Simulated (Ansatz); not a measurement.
S-ethyl ethanethioate (C₄H₈OS), SMILES CCSC(C)=O. Atoms are numbered in the order given.

```xyz
14

C      2.7741    -0.0447    -0.7125
C      1.2706    -0.2074    -0.8930
S      0.3916     0.2382     0.6523
C     -1.2987    -0.0512     0.1137
C     -2.3241     0.2335     1.1909
O     -1.5693    -0.4329    -0.9979
H      3.0419     0.9944    -0.4648
H      3.1581    -0.6951     0.0890
H      3.2940    -0.3147    -1.6453
H      0.8807     0.4362    -1.6946
H      0.9965    -1.2419    -1.1449
H     -2.2589     1.2856     1.5094
H     -3.3265     0.0254     0.7942
H     -2.1331    -0.3940     2.0752
```
Charge 0, spin multiplicity 1.

Geometry optimised at B3LYP-D3(BJ)/def2-SVP. Other conformers were not sampled.

Two levels are set side by side: PBE-D3(BJ)/def2-SVP (Ansatz, a program for electronic structure) and B3LYP-D3(BJ)/def2-SVP (Ansatz). Each level has its own optimised geometry; the coordinates shown are those of the second. Differences are taken from unrounded values.

```tsv
quantity	B3LYP-D3(BJ)	PBE-D3(BJ)	PBE-D3(BJ) minus B3LYP-D3(BJ)
mean bond length (Å)	1.283	1.289	0.006
bond C1–C2 (Å)	1.523	1.524	0.001
bond C2–S3 (Å)	1.833	1.833	0.000
bond S3–C4 (Å)	1.797	1.805	0.007
bond C4–C5 (Å)	1.514	1.516	0.001
bond C4–O6 (Å)	1.206	1.216	0.010
bond C1–H7 (Å)	1.101	1.109	0.007
bond C1–H8 (Å)	1.101	1.109	0.007
bond C1–H9 (Å)	1.101	1.109	0.007
bond C2–H10 (Å)	1.099	1.108	0.009
bond C2–H11 (Å)	1.099	1.108	0.009
bond C5–H12 (Å)	1.101	1.109	0.008
bond C5–H13 (Å)	1.098	1.105	0.007
bond C5–H14 (Å)	1.101	1.109	0.008
```

GGA bonds tend to be longer and softer than those of functionals with exact exchange. Differences between two approximate levels are no errors against the true value.
